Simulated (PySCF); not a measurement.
Match the calculated data to a structure.

All candidates are C5H10F3PSi.

- Rotational structure: rotational constants A, B, C: 1.518, 0.595, 0.511 GHz [GFN2-xTB]
- Dipole: 2.94 D [PBE0/pcSseg-1]
- 1H NMR: chemical shifts (computed TMS as zero) by class: 5.79 (1 H), 5.11 (1 H), 4.06 (3 H), 2.58 (2 H), 2.17 (3 H) ppm [GIAO PBE0/pcSseg-1]
- NMR, other nuclei: isotropic shieldings of nuclei other than C and H, by class: 244 (3 F), 410 (1 Si), 436 (1 P) ppm [GIAO PBE0/pcSseg-1]
- 13C NMR: chemical shifts (computed TMS as zero) by class: 153.1 (1 C), 136.0 (1 C), 123.4 (1 C), 35.1 (1 C), 28.0 (1 C) ppm [GIAO PBE0/pcSseg-1]

The electronic properties come from PySCF, for the isolated species, density fitting. Levels stand in brackets. The structure is a single GFN2-xTB conformer in the gas phase; no vibrational or solvent corrections. NMR values are class means; diastereotopic atoms form classes of their own.

Task: Which candidate is it?
A. `FC(F)[C@@H]1CCC[Si@]1(F)P`
B. `C[Si](C)(C)/C=P\C(F)(F)F`
C. `C/C([SiH3])=P\CCC(F)(F)F`
D. `C=C(C)P([SiH3])CC(F)(F)F`

Result: D. It is `C=C(C)P([SiH3])CC(F)(F)F`. Numbering: `[CH2:1]=[C:2]([CH3:3])[P:4]([SiH3:5])[CH2:6][C:7]([F:8])([F:9])[F:10]`. 5 carbons fall into 5 classes; from least to most shielded: fully substituted alkene carbon [C2] (153.1 ppm), CF3 carbon [C7] (136.0 ppm), terminal =CH2 carbon [C1] (123.4 ppm), sp3 carbon bound to phosphorus [C6] (35.1 ppm), allylic carbon [C3] (28.0 ppm). Hydrogen classes from least to most shielded: 1 H on a terminal =CH2 carbon, C1 (5.79 ppm), 1 H on a terminal =CH2 carbon, C1 (5.11 ppm), 3 H on an SiH3 silicon, Si5 (4.06 ppm, a mean of values up to 0.5 ppm apart in this geometry), 2 H on an sp3 carbon bound to phosphorus, C6 (2.58 ppm), 3 H on an allylic carbon, C3 (2.17 ppm). The other shieldings belong to: 244 ppm, fluorine of a CF3 group [F8/F9/F10]; 410 ppm, SiH3 silicon [Si5]; 436 ppm, three-coordinate phosphorus [P4]. The optimised geometry has point group C1 and is an asymmetric top.

The others, at the same levels:
- `C[Si](C)(C)/C=P\C(F)(F)F` fails: it has 3 carbon classes against 5; its computed 13C shifts are 221.6 (1 C), 139.5 (1 C), 1.4 (3 C) ppm, 1H shifts are 10.41 (1 H), 0.30 (9 H) ppm and smallest rotational constant is 0.570 GHz (against 0.511 GHz).
- `FC(F)[C@@H]1CCC[Si@]1(F)P` fails: its computed 13C shifts are 123.5 (1 C), 42.6 (1 C), 28.4 (1 C), 27.5 (1 C), 23.3 (1 C) ppm, 1H shifts are 6.58 (1 H), 2.23 (1 H), 2.17 (1 H), 1.68 (1 H), 1.56 (1 H), 1.46 (1 H), 1.33 (1 H), 1.25 (2 H), 0.59 (1 H) ppm and rotational constant A is 1.092 GHz (against 1.518 GHz).
- `C/C([SiH3])=P\CCC(F)(F)F` fails: its computed 13C shifts are 218.3 (1 C), 136.4 (1 C), 36.0 (1 C), 32.0 (1 C), 26.8 (1 C) ppm, 1H shifts are 4.49 (3 H), 2.66 (3 H), 2.43 (2 H), 2.21 (2 H) ppm and rotational constant A is 2.760 GHz (against 1.518 GHz).

Each candidate is one conformer, not necessarily the lowest. The conformers computed, where there is a choice (atom-mapped SMILES and torsion angles):
- `[CH2:1]=[C:2]([CH3:3])[P:4]([SiH3:5])[CH2:6][C:7]([F:8])([F:9])[F:10]`: C1–C2–P4–Si5 97°, C2–P4–C6–C7 -172°, P4–C6–C7–F8 -65°
- `[CH3:1][Si:2]([CH3:3])([CH3:4])/[CH:5]=[P:6]\[C:7]([F:8])([F:9])[F:10]`: C1–Si2–C5–P6 -46°, C5–P6–C7–F8 -46°
- `[CH3:1]/[C:2]([SiH3:3])=[P:4]\[CH2:5][CH2:6][C:7]([F:8])([F:9])[F:10]`: C2–P4–C5–C6 -179°, P4–C5–C6–C7 180°, C5–C6–C7–F8 60°

The conformers of `FC(F)[C@@H]1CCC[Si@]1(F)P` aren't listed.
